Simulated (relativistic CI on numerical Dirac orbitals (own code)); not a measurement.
## Pr⁶⁺: sensitivity of the levels to the model

Base calculation: Dirac-Coulomb-Breit CI, KLI orbitals optimised for each configuration, model QED, unscaled Slater integrals.

Configurations in the expansion (outside the closed core [Kr] 4d10): 4f 5s2 5p4, 5s2 5p5, 4f2 5s2 5p3, 5s 5p6, 4f 5s 5p5, 4f 5s2 5p3 5d, 5s2 5p4 5d, 4f2 5s2 5p2 5d, 4f 5s 5p4 5d, 4f2 5s 5p4, 4f 5s2 5p3 5f, 5s2 5p4 6s, 4f3 5s 5p3, 4f 5s2 5p3 5g, 4f 5s2 5p3 6s, 5s2 5p4 6p, 4f2 5p5, 5s2 5p4 6d, 5s2 5p3 5d 6p, 5s 5p4 5d2, 4f 5p5 5d, 5s2 5p4 7s, 5s2 5p4 8s, 4f 5p6, 5p6 5d, 5s 5p5 5d, 5p5 5d2, 5s2 5p3 5d2, 5s2 5p2 5d3, 5s 5p3 5d3, 5s 5p5 6s, 5p6 6s, 5p5 5d 6s, 5s2 5p3 6s2, 5s2 5p2 5d 6s2, 5s 5p3 5d 6s2. Double excitations out of closed p, d and f shells are left out; levels of such configurations are missing from the list, as are those of other unlisted configurations, and high levels can miss mixing partners. These lack a partner that the ground configuration has and come out too high: 5s2 5p4 6p, 5s2 5p4 6d, 5s2 5p4 7s, 5s2 5p4 8s.

Variants: (1) valence Slater integrals scaled by 0.9; (2) Breit term removed; (3) non-relativistic limit. Shifts of the energy above 5s2 5p5 2P°_3/2, in cm⁻¹, for the lowest level and the first level of each name with at least 55 % of one term (blank where a level changes its place among those of its configuration and J or its character, or is not in the variant):

```tsv
Level	Base	Δ(1)	Δ(2)	Δ(3)
5s2 5p5 2P°_3/2	0.0	0.0	0.0	0.0
5s2 5p5 2P°_1/2	29396.9	+349.1	+435.4	-29396.8
4f 5s2 5p4 4F°_5/2	57734.8	-582.6	+1196.4	-37281.2
4f 5s2 5p4 4F°_7/2	57894.5	-470.5	+1296.8	-37440.9
4f 5s2 5p4 4F°_9/2	59999.2	-458.2	+1465.2	-39545.7
4f 5s2 5p4 4G°_11/2	67857.4	-1576.1	+1454.6	-33098.5
4f 5s2 5p4 4D°_1/2	68524.2	-1962.0	+1120.8	-29820.3
4f 5s2 5p4 4G°_5/2	84132.9	-2504.0	+1325.0	
4f 5s2 5p4 2D°_5/2	98081.6	-1486.1	+1798.8	
4f 5s2 5p4 2H°_9/2	98186.7	-1777.1	+1605.4	-56708.7
4f 5s2 5p4 2P°_1/2	98718.0	-1949.9	+1521.7	-56876.3
4f 5s2 5p4 2P°_3/2	99015.8	-1772.2	+1680.6	-57174.1
4f 5s2 5p4 2H°_11/2	100352.1	-1717.4	+1882.6	-58874.0
4f 5s2 5p4 2D°_3/2	112463.1	-3017.9	+1691.8	
4f2 5s2 5p3 6H°_9/2	141321.6	-193.5	+2453.3	-73664.4
4f2 5s2 5p3 6H°_7/2	141553.0	-145.9	+2407.2	-73895.9
4f2 5s2 5p3 6H°_11/2	142068.2	-139.0	+2573.7	-74411.0
4f2 5s2 5p3 6H°_5/2	142426.2	+71.7	+2435.8	-74769.1
4f2 5s2 5p3 6H°_13/2	143695.0	-60.5	+2742.1	-76037.9
4f2 5s2 5p3 6H°_15/2	146094.1	+11.4	+2932.4	-78437.0
4f2 5s2 5p3 6F°_3/2	148246.5	-701.0	+2414.2	-74032.6
4f2 5s2 5p3 6F°_1/2	148341.5	-692.0	+2410.9	-74127.6
```

At this charge configurations can still be misplaced by up to about 7 % of their energy. Levels and lines within the n = 5 or 6 shells can be off by up to 10 % or somewhat more, and those that change n by about 2 %, since core polarisation is missing. Levels that differ in their count of f electrons can be misplaced by several ten thousand cm⁻¹, since the correlation energy of f electrons is missing or only estimated; rates across such gaps can be off by orders of magnitude. The computed lowest level isn't the tabulated ground level, which NIST ASD gives as 4f 5s2 5p4 °.

Ionisation energy from the two ground configurations alone: base 93.37 eV; valence Slater integrals scaled by 0.9 93.39 eV; Breit term removed 93.42 eV. The NIST ASD value (theoretical) is 97 eV. The gap of more than 2 % comes from missing correlation, or from a tabulated value that is itself an estimate.

LS names give the leading component of a level, which can be under half, so a name can repeat, a term be missing and a line seem to break the LS rules.
